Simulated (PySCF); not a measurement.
Si(H)(SiH3) cation (H₄Si₂), SMILES [SiH][SiH3] (connectivity only; charge and spin as stated), charge +1, multiplicity 2.

Geometry: PBE-D3(BJ)/def2-TZVP. The multiplicity is an assumed one; other spin states were not compared. The isomer is the one that the SMILES or the coordinates give; other isomers of the formula were not compared.

Two levels are set side by side: PBE/def2-TZVPD (PySCF) and r2SCAN/def2-TZVPD (PySCF). Same geometry, gas phase. Differences are taken from unrounded values.

```
quantity                      PBE
---------------------------  ----
α-spin orbital gap (eV)      1.43
β-spin orbital gap (eV)      3.34
mean polarisability (bohr³)  55.4
```

### Question
These are the PBE values. What does r2SCAN give? (An estimate is asked for; the answer gives what the named calculation found.)

### Answer

```tsv
quantity	r2SCAN	PBE minus r2SCAN
α-spin orbital gap (eV)	1.95	-0.53
β-spin orbital gap (eV)	4.03	-0.69
mean polarisability (bohr³)	54.0	1.4
```

Rough cost on one machine, each run with all the roots and properties that it gave: r2SCAN against PBE about 2 times.
